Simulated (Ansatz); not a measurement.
Input file for Ansatz (a first-principles code): U-CCSD(T)/cc-pVTZ on GaH3O (SMILES [OH][GaH2]), a point of a bond scan (R = 1.154 Å). The run froze 15 orbitals, filled d shells among them.

Ansatz 0.2 input:
```yaml
crystal:
  periodic: [false, false, false]
  atoms:
    - {symbol: Ga, position_ang: [-0.22521905, -0.28436532, 0.02581913]}
    - {symbol: H, position_ang: [0.06027017, -1.29718128, 1.17225298]}
    - {symbol: H, position_ang: [-1.35945454, -0.30870479, -1.05292543]}
    - {symbol: O, position_ang: [0.93817677, 1.08727522, -0.02402144]}
    - {symbol: H, position_ang: [0.74303738, 1.85015589, -0.86825474]}
basis:
  gaussian:
    orbitals: cc-pVTZ
correlation: {method: ccsd_t, electrons: outside_noble_gas}
scf: {omitted_lower_state_checks: [cluster_reference]}
magnetization: {spin_polarized: true, initial_magnetization: 0}
```

Output:

```
WARN ansatz: RAYON_NUM_THREADS=1 ignored (pool sized by the plan → 1); use --threads N
Functional definition: HF
these checks for a lower state are left out or cut short: cluster_reference
integrals: 0.26 GiB planned
689 factors; integrals over basis functions are off by at most 1.7e-3 eV
mean field: 0.34 GiB planned
mean field evaluation 1: about -54417.1384 eV, gradient 2.8e1 eV
mean field evaluation 2: about -54417.1411 eV, gradient 2.8e1 eV
mean field evaluation 4: about -54420.2241 eV, gradient 1.6e0 eV
mean field evaluation 8: about -54420.2500 eV, gradient 1.5e-4 eV
mean field -54420.24995370 eV, -1999.9072984284 hartree, gradient 2.2e-6 eV, S^2 0.000000; 0 other end points of the search recorded, 0 dependent functions left out
15 core orbitals not correlated, not the lowest: weight in the atoms' cores, before any rotation towards them, 0.702 or more for the frozen orbitals, at most 0.303 for the correlated occupied ones
reference -54420.24995370 eV, -1999.9072984284 hartree; 6, 6 occupied and 94, 94 virtual orbitals, 689 factors
second order -9.33122882 eV of doubles, -0.00000000 eV of singles
coupled cluster: 0.53 GiB planned
cycle   1  -9.33512580 eV  change   -3.9e-3 eV  update   8.5e-2
cycle   2  -9.62571639 eV  change   -2.9e-1 eV  update   2.8e-2
cycle   3  -9.71827744 eV  change   -9.3e-2 eV  update   1.6e-2
cycle   4  -9.71423621 eV  change    4.0e-3 eV  update   4.5e-3
cycle   5  -9.71341145 eV  change    8.2e-4 eV  update   2.5e-3
cycle   6  -9.71384262 eV  change   -4.3e-4 eV  update   7.4e-4
cycle   7  -9.71352752 eV  change    3.2e-4 eV  update   2.9e-4
cycle   8  -9.71352347 eV  change    4.1e-6 eV  update   7.7e-5
cycle   9  -9.71353883 eV  change   -1.5e-5 eV  update   2.6e-5
cycle  10  -9.71353074 eV  change    8.1e-6 eV  update   8.5e-6
perturbative correction -0.33377147 eV, -0.0122658751 hartree
Total energy: -54430.29725591 eV, -2000.2765299739 hartree
Checks for a lower state left out: cluster_reference
```

Self-consistency was reached.

Cost: very roughly 8 core-seconds.
